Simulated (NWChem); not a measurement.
# Ionisation of C3H2F3

```
C
C 1 1.3681
F 2 1.3098 1 124.16
F 2 1.3134 3 111.97 1 180.00
C 1 1.3859 2 124.69 3 180.00
F 5 1.3283 1 119.35 2 180.00
H 5 1.0912 6 114.60 1 180.00
H 1 1.0921 2 116.68 3 0.00
```
Charge 0, spin multiplicity 2.

All runs are NWChem calculations. The geometry was optimised at UPBE0/def2-SVP, a minimum by its harmonic frequencies. It is one conformer; others weren't searched.

Basis set: def2-TZVP. The species with one electron less has spin multiplicity 1 and keeps the geometry of the parent. Δ marks differences of total energies (open shells unrestricted). −ε marks an orbital energy of the parent. That orbital need not have the symmetry of the hole or added electron in the Δ rows. That singlet is a closed-shell solution.

The structure started from a generated list of species. The unpaired electrons of the parent sit in orbitals of symmetry a" (Cs labels of the run); other states weren't searched. The stability of the SCF solutions was not checked.

Q: Order these methods by the first vertical ionisation energy they give, lowest first: G0W0@PBE, ΔLC-wPBE (omega 0.3 per bohr), ΔPBE, −ε(alpha HOMO) of PBE.

A: −ε(alpha HOMO) of PBE (4.08 eV), G0W0@PBE (6.95 eV), ΔPBE (7.46 eV), ΔLC-wPBE (omega 0.3 per bohr) (7.80 eV)
